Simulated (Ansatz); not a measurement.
C₄H₁₀O₂Sb, charge +1, singlet, geometry from GFN2-xTB (all electrons, no relativity); SC-NEVPT2/STO-3G, CASSCF(2,4) in Ansatz (a program for electronic structure).

Input for Ansatz:
Ansatz 0.2 input:
```yaml
crystal:
  periodic: [false, false, false]
  atoms:
    - {symbol: Sb, position_ang: [-0.17472342, 1.06274521, -0.05311704]}
    - {symbol: O, position_ang: [-1.32545397, -0.26170264, 0.61521312]}
    - {symbol: C, position_ang: [-1.29624570, -1.65724452, 0.93302930]}
    - {symbol: C, position_ang: [-2.29802133, -1.90321760, 2.04644675]}
    - {symbol: H, position_ang: [-1.58887350, -2.21119943, 0.03444404]}
    - {symbol: H, position_ang: [-0.28990341, -1.96296229, 1.23637343]}
    - {symbol: H, position_ang: [-3.28778897, -1.57359088, 1.74432673]}
    - {symbol: H, position_ang: [-2.33309012, -2.96698336, 2.26529993]}
    - {symbol: H, position_ang: [-2.00954720, -1.36511415, 2.94489593]}
    - {symbol: O, position_ang: [1.37824338, 0.14614729, -0.57240060]}
    - {symbol: C, position_ang: [1.83976249, -1.19839292, -0.73431903]}
    - {symbol: C, position_ang: [2.71585553, -1.25004173, -1.97361689]}
    - {symbol: H, position_ang: [2.43158775, -1.44532966, 0.15370422]}
    - {symbol: H, position_ang: [1.00072861, -1.89537622, -0.81637950]}
    - {symbol: H, position_ang: [3.52858631, -0.53426058, -1.89193923]}
    - {symbol: H, position_ang: [3.13461169, -2.24789057, -2.07166011]}
    - {symbol: H, position_ang: [2.13416223, -1.01947494, -2.86183753]}
basis:
  gaussian:
    orbitals: STO-3G
total_charge: 1
magnetization: {spin_polarized: false}
correlation: {method: sc_nevpt2, electrons: all, active_space: {window: {electrons: 2, orbitals: 4}}}
```

Question: Write the output that Ansatz gives for this input, abridged.

Answer: 
```
Functional definition: HF
856 factors; integrals over basis functions are off by at most 3.7e-5 eV
mean field evaluation 1: about -178348.2608 eV, gradient 3.0e1 eV
mean field evaluation 2: about -178348.6532 eV, gradient 3.0e1 eV
mean field evaluation 4: about -178352.3942 eV, gradient 2.1e0 eV
mean field evaluation 8: about -178352.4120 eV, gradient 3.2e-4 eV
mean field -178352.41202995 eV, -6554.3302504938 hartree, gradient 6.7e-6 eV, S^2 0.000000; 0 other end points of the search recorded, 0 dependent functions left out
reference -178352.41202995 eV, -6554.3302504938 hartree; 50, 50 occupied and 17, 17 virtual orbitals, 856 factors
state -178353.02193510 eV, -6554.3526640948 hartree
state -178353.02193510 eV, -6554.3526640948 hartree; corrected -178361.74384505 eV, -6554.6731883735 hartree
Total energy: -178361.74384505 eV, -6554.6731883735 hartree
```
